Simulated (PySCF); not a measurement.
Co⁺ (cobalt, charge +1) across methods

[Ar] 3d8, high-spin 3F determinant. Computed with PySCF 2.14 in aug-cc-pVQZ, with no relativity, point nucleus.

```csv
method,E (hartree),mean ε 3p β (eV),mean ε 3d α (eV),mean ε 3d β (eV),Σ⟨r²⟩ (bohr²),⟨S²⟩
BHandHLYP,-1382.448,-74.641,-17.321,-15.549,20.17,2.003
M06-2X,-1382.431,-74.797,-17.778,-15.730,20.21,2.006
UHF,-1381.13869,-81.403,-20.995,-18.550,19.63,2.005
r2SCANh,-1382.440,-69.414,-13.940,-12.476,20.39,2.002
r2SCAN,-1382.452,-68.007,-13.088,-11.709,20.52,2.002
PBE,-1382.230,-66.931,-13.071,-11.658,20.88,2.002
LDA,-1379.897,-67.049,-13.385,-11.814,20.85,2.002
PBE0,-1382.249,-70.774,-15.154,-13.525,20.42,2.002
```
